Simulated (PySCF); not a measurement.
In(F)(OH)2 (FH2InO2), SMILES [OH][In]([OH])[F].

The structure is a stationary point at B3LYP-D3(BJ)/def2-SVP. The def2 effective core potentials stand for the cores of In; spin–orbit coupling is left out. One conformer was computed; it need not be the lowest.

These are C-PCM-M06-2X/def2-SVP (PySCF 2.14.0) values and carry that method's errors.

The values are the electrostatic part of the solvation free energy, E(continuum) − E(gas) at the gas-phase geometry, in a cavity of scaled van der Waals radii (PySCF's table); cavitation and dispersion terms are not included. A continuum can't describe solvent molecules that bind to the metal. In vacuum the orbital gap is 9.07 eV. The dipole moment in vacuum is 0.51 D.

Computed values in water (ε = 78.36), tetrahydrofuran (ε = 7.43), 1-octanol (ε = 9.86):
```json
[
 {"solvent": "water", "ε": "78.36", "ΔG(elec) (kcal/mol)": "-15.6", "dipole (D)": "0.77", "gap (eV)": "9.27"},
 {"solvent": "tetrahydrofuran", "ε": "7.43", "ΔG(elec) (kcal/mol)": "-13.5", "dipole (D)": "0.73", "gap (eV)": "9.24"},
 {"solvent": "1-octanol", "ε": "9.86", "ΔG(elec) (kcal/mol)": "-14.0", "dipole (D)": "0.74", "gap (eV)": "9.25"}
]
```
